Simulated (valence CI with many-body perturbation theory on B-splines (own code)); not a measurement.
The numbers below are computed, except where a source is named.
# Level structure of Nb⁹⁺

Level of theory: configuration interaction combined with many-body perturbation theory (CI+MBPT): four valence electrons over a frozen Dirac-Fock core [Ar] 3d10, a basis of 11 s, 11 p, 9 d, 7 f, 5 g, 2 h, 1 i functions for each j, with the one-electron correlation potential Σ1 (screened to all orders), the two-electron term Σ2, the three-electron term Σ3, Breit, model QED; selected single and double excitations, second order for the rest, scaled by the run's own slope (own B-spline code, finite nucleus).

No measured spectrum was set against this ion. As an estimate, levels hold to about 250 cm⁻¹ or 0.2 % of their energy and the worst to 1 %, as in measured heavy ions of charge 2 to 7; those with d or f electrons hold less well. Among the levels kept, up to 280 cm⁻¹ of a level comes from second order outside the variational space, and about a tenth of that is noise between levels of different J, which matters for small intervals.

Levels 46 to 76 of 76, with energies above the lowest level, 4s2 4p2 3P_0. "Leading %" is the weight of the configuration and term that name the level; weights of strongly mixed levels are sums over their largest components and can fall short.

```tsv
No.	Configuration	Term	J	E (eV)	Leading %	g	Second component
46	4s 4p2 4d	5P	3	70.414	88	1.640	7 % 4s 4p2 4d 5D
47	4s 4p2 4d	3P	2	70.744	63	1.560	21 % 4s 4p2 4d 5P
48	4s 4p2 4d	5P	2	70.937	71	1.724	12 % 4s 4p2 4d 3P
49	4s 4p2 4d	5P	1	71.147	92	2.446	
50	4s 4p2 4d	3P	1	72.147	69	1.437	13 % 4p4 3P
51	4s 4p2 4d	3G	3	72.754	83	0.772	7 % 4s2 4p 4f 3G
52	4s 4p2 4d	3P	0	73.170	77		15 % 4p4 3P
53	4s 4p2 4d	3G	4	73.229	86	1.062	6 % 4s2 4p 4f 3G
54	4s 4p2 4d	3G	5	73.792	89	1.207	6 % 4s2 4p 4f 3G
55	4s 4p2 4d	3D	2	74.578	63	1.087	11 % 4s 4p2 4d 3F
56	4s 4p2 4d	3D	3	74.829	55	1.194	34 % 4s 4p2 4d 1F
57	4s 4p2 4d	3D	1	74.849	85	0.609	7 % 4s 4p2 4d 3P
58	4s 4p2 4d	1G	4	75.383	75	1.031	9 % 4s2 4d2 1G
59	4s 4p2 4d	1F	3	75.537	41	1.145	36 % 4s 4p2 4d 3D
60	4s 4p2 4d	3F	2	76.290	51	0.900	34 % 4s 4p2 4d 3D
61	4s2 4p 5s	3P°	0	76.362	97		
62	4s2 4p 5s	3P°	1	76.569	74	1.382	23 % 4s2 4p 5s 1P°
63	4s 4p2 4d	3D	1	76.873	97	0.506	
64	4s 4p2 4d	3F	3	77.056	57	1.183	30 % 4s 4p2 4d 3D
65	4s 4p2 4d	1P	1	77.248	60	0.886	27 % 4s 4p2 4d 3D
66	4s 4p2 4d	3D	2	77.302	69	1.058	10 % 4s 4p2 4d 3F
67	4s 4p2 4d	3P	0	77.739	86		9 % 4s2 4d2 3P
68	4s 4p2 4d	3P	1	78.074	72	1.509	11 % 4s 4p2 4d 3S
69	4s 4p2 4d	3F	3	78.075	40	1.171	24 % 4s 4p2 4d 3D
70	4s 4p2 4d	3F	2	78.233	61	0.765	15 % 4s2 4p 4f 3F
71	4s 4p2 4d	3F	4	78.337	81	1.229	6 % 4s 4p2 4d 1G
72	4s 4p2 4d	3D	3	78.614	47	1.204	36 % 4s 4p2 4d 3F
73	4s 4p2 4d	3P	2	78.665	60	1.392	14 % 4s 4p2 4d 3D
74	4s 4p2 4d	3S	1	79.071	47	1.414	28 % 4s 4p2 4d 3D
75	4s2 4p 5s	3P°	2	79.270	96	1.501	
76	4s 4p2 4d	3D	2	79.273	67	1.208	16 % 4s 4p2 4d 3P
```

Names give the largest LS component (configuration and term), which can be under half, so a name can repeat, a term be missing and a line seem to break the LS rules; names also repeat where a configuration has a term twice.

Where two levels of one J and parity lie close, their mixing, g and order are uncertain.
